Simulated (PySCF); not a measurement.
Computed shifts of a molecule C2H7BOS, PBE/pcSseg-1 run with PySCF, GIAO, gas phase, atoms alike by connectivity averaged where their shifts nearly agree, in ppm (number of nuclei): ¹³C: 18.7 (1), 7.6 (1). ¹H: 5.24 (1), 2.56 (3), 0.95 (3). References: ¹¹B against BF3 (σ = 83.9 ppm); ¹³C against TMS (σ = 182.0 ppm); ¹H against TMS (σ = 31.49 ppm); ¹⁷O against H2O (σ = 334.3 ppm); ³³S against H2S (σ = 706.5 ppm), references at their B3LYP-D3(BJ)/def2-TZVP geometries, non-relativistic. Geometry: PBE-D3(BJ)/def2-SVP. One conformer was computed; it need not be the lowest.

**Question.** Which molecule gave these data?
A) COB(C)S
B) COBSC
C) CSB(C)O

**Answer.** C, CSB(C)O
